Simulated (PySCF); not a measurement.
**DyF2 at several levels of theory**

Computed with PySCF 2.14.0 (density fitting, no spin-orbit coupling) at the geometry relaxed with PBE0:

```xyz
3
DyF2 (singlet in the valence; each metal's 4f electrons, 10 of them, lie in its core potential, out of spins and levels)
Dy    0.0000    0.0000   -0.2107
F     1.8592    0.0000    0.7578
F    -1.8592    0.0000    0.7578
```

| level | basis | state | HOMO (eV) | gap (eV) | charge on Dy1 (e) | population of f-type functions on Dy1 (polarisation alone where 4f lies in the core) | dipole about the centre of mass (D) | largest force component (eV/Å) |
| --- | --- | --- | --- | --- | --- | --- | --- | --- |
| PBE0 | Dy lcecp-0-SVP with ECP56, F def2-SVP | singlet | – | – | 1.06 | 0.04 | 6.10 | 0.00 |
| BP86 | the same | singlet | – | – | 0.93 | 0.04 | 5.70 | 0.23 |
| CAM-B3LYP | the same | singlet | – | – | 1.04 | 0.04 | 6.13 | 0.03 |

In the lcecp rows the 4f levels are missing from HOMO and gap, and the state counts the valence alone.

Charges are Mulliken's, which hang on the basis. The relaxation used the grid (50, 194), these runs (75, 302) or, all-electron (x2c bases, spin-free X2C Hamiltonian), (99, 590).

Q: What does PBE0 with Dy lcecp-0-TZVP with ECP56, F def2-TZVP give here?

A: state singlet, charge on Dy1 (e) 1.28, population of f-type functions on Dy1 (polarisation alone where 4f lies in the core) 0.05, dipole about the centre of mass (D) 6.39, largest force component (eV/Å) 0.06. Time: 4.5 s on 2 threads of Arm Neoverse V1 (shared host), from free ions and atoms.

An lcecp potential fixes the number of 4f electrons, so in runs with it no electron can move into or out of that shell; real Dy(II) is rare or takes another configuration.
